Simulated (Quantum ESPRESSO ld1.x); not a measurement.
Results of a calculation; reference values are marked as such.
The cerium ion Ce15+, configuration [Kr] 4d7. Level of theory: Dirac Kohn-Sham, relativistic LDA (MacDonald-Vosko exchange, VWN5 correlation), spin-unpolarised, spherical densities, point nucleus; open shells are shared between the two j in proportion to 2j + 1 (ld1.x of Quantum ESPRESSO 7.5).

X-ray form factor f0, the Fourier transform of the density (f0(0) = 43):

| sin(theta)/lambda (1/angstrom) | f0 (electrons) |
|---|---|
| 0.05 | 42.835 |
| 0.1 | 42.345 |
| 0.15 | 41.552 |
| 0.2 | 40.487 |
| 0.25 | 39.191 |
| 0.3 | 37.714 |
| 0.4 | 34.415 |
| 0.5 | 30.984 |
| 0.6 | 27.735 |
| 0.8 | 22.460 |
| 1 | 18.912 |
| 1.25 | 15.990 |
| 1.5 | 13.708 |
| 2 | 9.789 |
